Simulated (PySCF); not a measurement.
Species: C₈H₁₁P.
Z-matrix (Å and degrees, GFN2-xTB geometry), rows numbered from 1:
```
C 
C   1  1.5015
C   2  1.3891  1  117.83
C   3  1.3764  2  124.63  1  -179.21
P   4  1.7268  3  124.69  2     1.93
C   5  1.7468  4  100.69  3    -1.59
C   6  1.5065  5  114.04  4   179.09
C   6  1.3907  5  125.04  4    -0.70
C   8  1.5051  2  117.82  1    -1.93
H   1  1.0891  2  110.87  3   127.10
H   1  1.0904  2  111.07  3  -112.98
H   1  1.0875  2  110.45  3     6.89
H   3  1.0839  2  117.57  1     0.96
H   4  1.0833  3  118.66  2  -179.36
H   7  1.0907  6  111.27  5   114.00
H   7  1.0896  6  111.15  5  -125.07
H   7  1.0891  6  109.68  5    -5.35
H   9  1.0842  8  111.81  2  -162.46
H   9  1.0875  8  110.65  2   -41.98
H   9  1.0906  8  110.19  2    77.22
```

Probes without a nucleus sit at each ring's centroid and 1 Å off its mean plane on both sides; NICS is minus the shielding there, NICSzz its component along the normal. Level: GIAO PBE0/pcSseg-1 (PySCF, non-relativistic, gas phase) on the GFN2-xTB geometry, one conformer.

Ring bond lengths (Å), with Mayer bond orders in brackets: C2–C3 1.389 (1.45), C3–C4 1.376 (1.47), C4–P5 1.727 (1.31), P5–C6 1.747 (1.32), C6–C8 1.391 (1.39), C8–C2 1.403 (1.35).

Problem. Give the NICS values of each ring in ppm.

Solution. 
```tsv
ring	type	NICS(0)	NICS(1), two faces	NICS(1)zz, two faces	rms pucker (Å)	centre to ring atoms, mean (Å)
C2–C3–C4–P5–C6–C8	6-membered ring with P; formal bonds all aromatic	-7.2	-10.5 / -10.3	-25.2 / -24.8	0.01	1.50
```

Problem. What do they say, and how far can they be read as aromaticity?

Solution. 
- C2–C3–C4–P5–C6–C8: mean NICS(1)zz -25.0 ppm, shielded.

Problem. And the bond-length index? HOMA = 1 − mean of α(R − Ropt)² over the ring bonds, with Krygowski's 1993 parameters (CC: Ropt 1.388 Å, α 257.7 Å⁻²; CP: Ropt 1.698 Å, α 118.91 Å⁻²).

Solution. 
- C2–C3–C4–P5–C6–C8: HOMA 0.92; the largest term is that of P5–C6, α(R − Ropt)² = 0.28.

Problem. List the ring angles and the Hirshfeld charges of the ring atoms.

Solution. 
- C2–C3–C4–P5–C6–C8: C2 122.2° (+0.011 e), C3 124.6° (-0.055 e), C4 124.7° (-0.115 e), P5 100.7° (+0.060 e), C6 125.0° (-0.049 e), C8 122.7° (+0.006 e); sum 719.9° against 720° for a flat convex ring.
